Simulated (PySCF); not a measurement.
# `C=C[SiH2][C@@H](C)[SiH2]C`: 4 charge schemes on one density

Species: C₅H₁₄Si₂.
Cartesian coordinates in Å at the GFN2-xTB level; atoms count from 1:
```
atom  x, y, z in Å
C1     3.4133    1.3307    0.1333
C2     2.2691    0.8300   -0.3024
Si3    1.1530   -0.2863    0.7250
C4    -0.2200   -0.9959   -0.3913
C5    -1.0112   -2.0684    0.3591
Si6   -1.3979    0.3052   -1.1470
C7    -2.3922    1.1752    0.2131
H8     4.0431    1.9690   -0.4689
H9     3.7775    1.1200    1.1258
H10    1.9537    1.0746   -1.3097
H11    1.9528   -1.3865    1.2904
H12    0.5730    0.4666    1.8487
H13    0.2767   -1.4877   -1.2348
H14   -1.4978   -1.6458    1.2356
H15   -0.3566   -2.8698    0.6991
H16   -1.7799   -2.5093   -0.2750
H17   -2.3251   -0.3786   -2.0647
H18   -0.6401    1.3016   -1.9171
H19   -1.7459    1.7604    0.8604
H20   -3.1277    1.8495   -0.2142
H21   -2.9266    0.4624    0.8342
```

Density: PBE0/pcSseg-1 (PySCF); schemes: Mulliken, IAO, Hirshfeld and ESP-fitted. One conformer (not necessarily the lowest) at the GFN2-xTB geometry, without solvent, vibrations or thermal averaging. GFN2-xTB frequencies show an imaginary mode (32i cm⁻¹), so this geometry is no minimum at that level.

Task: Atoms with like bonding are taken together and averaged. Which atoms carry the lowest charge in the Mulliken, IAO, Hirshfeld and ESP-fitted schemes?

Result: The schemes don't all agree: Mulliken C4 (-0.854); IAO C7 (-0.716); Hirshfeld C7 (-0.213); ESP-fitted C7 (-0.478).

Task: At which atom do the 4 schemes differ most?

Result: At C4: from -0.854 (Mulliken) to -0.108 e (ESP-fitted), 0.746 e apart.

Task: For which atoms does the sign change between the 4 schemes (beyond +0.03 e in one, beyond −0.03 e in another)?

Result: For none.

Task: Give the atomic charges in each scheme.

Result: In e; atoms taken as equivalent share a row and are averaged (×n: the atom named and its like, n in all):

```
       atom                  environment  Mulliken     IAO  Hirshfeld  ESP-fitted
         C1         terminal =CH2 carbon    -0.150  -0.274     -0.085      -0.385
         C2             alkene CH carbon    -0.500  -0.421     -0.140      -0.233
        Si3                 SiH2 silicon    +0.708  +0.746     +0.329      +0.349
         C4  sp3 carbon bound to silicon    -0.854  -0.640     -0.191      -0.108
         C5                methyl carbon    -0.247  -0.406     -0.118      -0.378
        Si6                 SiH2 silicon    +0.637  +0.756     +0.339      +0.494
         C7             Si-methyl carbon    -0.631  -0.716     -0.213      -0.478
         H8             vinylic hydrogen    +0.118  +0.149     +0.048      +0.176
         H9             vinylic hydrogen    +0.113  +0.141     +0.045      +0.183
        H10             vinylic hydrogen    +0.134  +0.151     +0.039      +0.134
        H11                Si–H hydrogen    -0.075  -0.124     -0.083      -0.095
        H12                Si–H hydrogen    -0.068  -0.131     -0.082      -0.087
        H13             methine hydrogen    +0.170  +0.151     +0.038      +0.053
H14/H15/H16              methyl hydrogen    +0.124  +0.138     +0.039      +0.105
        H17                Si–H hydrogen    -0.077  -0.129     -0.086      -0.142
        H18                Si–H hydrogen    -0.080  -0.132     -0.084      -0.147
H19/H20/H21              methyl hydrogen    +0.143  +0.156     +0.042      +0.116
```

Mean size of the charges over all atoms: IAO 0.283 e, Mulliken 0.255 e, ESP-fitted 0.195 e, Hirshfeld 0.103 e. Each set sums to the total charge, 0, to within 0.001 e. The ESP scheme fits charges at the nuclei, held to the total charge, to the electrostatic potential on points at 1.4 to 2.0 times the van der Waals radii. The Mulliken scheme counts on each atom the diagonal of the density matrix times the overlap matrix over that atom's basis functions.

Task: Sum the charges by element.

Result: 
```json
{"element": "C", "atoms": "5", "Mulliken": "-2.381", "IAO": "-2.458", "Hirshfeld": "-0.746", "ESP-fitted": "-1.581"}
{"element": "Si", "atoms": "2", "Mulliken": "+1.345", "IAO": "+1.502", "Hirshfeld": "+0.667", "ESP-fitted": "+0.843"}
{"element": "H", "atoms": "14", "Mulliken": "+1.036", "IAO": "+0.956", "Hirshfeld": "+0.079", "ESP-fitted": "+0.738"}
```

Task: How many electrons does the Mulliken scheme count on C5?

Result: Z − q = 6 − (-0.247) = 6.247.

These values come from a run that also computed NMR shieldings. Time: 36 s; peak memory 0.86 GiB. Hardware: Arm Neoverse V2, one thread, shared host with 192 logical CPUs at a one-minute load of 84.
